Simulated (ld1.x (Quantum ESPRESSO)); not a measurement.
An all-electron radial function and its pseudo partner (P (Z = 15))

Columns: radius, all-electron u(r) and pseudo u(r) of the 3s shell (level -16.25 eV) of phosphorus in the configuration [Ne] 3s2 3p2.75; BP86, scalar-relativistic, RRKJ scheme, ld1.x (Quantum ESPRESSO) 7.5.

```csv
r (bohr),all-electron,pseudo
0.095,0.1334,0.0241
0.190,-0.1613,0.0502
0.285,-0.3466,0.0804
0.380,-0.3733,0.1168
0.475,-0.2893,0.1615
0.570,-0.1459,0.2159
0.665,0.0195,0.2802
0.760,0.1838,0.3530
0.855,0.3336,0.4316
0.950,0.4626,0.5118
1.045,0.5688,0.5890
1.140,0.6524,0.6583
1.235,0.7149,0.7157
1.330,0.7583,0.7583
1.425,0.7847,0.7847
1.520,0.7966,0.7966
1.615,0.7965,0.7965
1.710,0.7864,0.7864
1.805,0.7686,0.7686
1.900,0.7448,0.7448
1.995,0.7165,0.7165
2.090,0.6851,0.6851
2.185,0.6516,0.6516
2.280,0.6170,0.6170
2.375,0.5818,0.5818
2.470,0.5468,0.5468
```

Question: How many radial nodes do the two functions have?

Answer: The all-electron 3s function has n − l − 1 = 2; the pseudo-wave has 0, since the states of the same l below it are removed with the core.

Question: At about which radius was the pseudo-wave matched?

Answer: 1.35 bohr, where the columns begin to agree (steps of 0.10 bohr).

Question: Is the pseudo-wave norm-conserving?

Answer: Yes: the RRKJ scheme keeps the norm inside the radius equal to the all-electron one, which fixes the energy derivative of the logarithmic derivative at the level.
